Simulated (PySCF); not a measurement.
**Correlation energy of V⁺ (vanadium, charge +1)**

Starting occupation: [Ar] 3d4, 3d3/2 with m_j = -3/2, -1/2, +1/2, +3/2. Calculation: PySCF 2.14, in x2c-SVPall-2c (5s5p3d1f, 42 functions); X2C-1e with screened-nucleus spin-orbit coupling, Gaussian nucleus. Frozen: [Ne]; 12 electrons correlated; the 6 highest virtual spinors left out.

MP2 pair energies summed by pair of shells (mhartree):

```
 pair  energy  share (%)
3p-3p  -77.38       38.0
3d-3p  -73.98       36.3
3d-3d  -32.78       16.1
3p-3s  -10.13        5.0
3d-3s   -6.71        3.3
3s-3s   -2.92        1.4
```

Total MP2 correlation energy: -203.89 mhartree.

The GHF reference relaxed away from the jj start to a determinant that is no pure jj level (⟨S²⟩ = 6.00, ⟨J²⟩ = 3.96); the energies belong to that determinant.

This basis was not built for core-valence correlation, so the inner-shell part is incomplete.
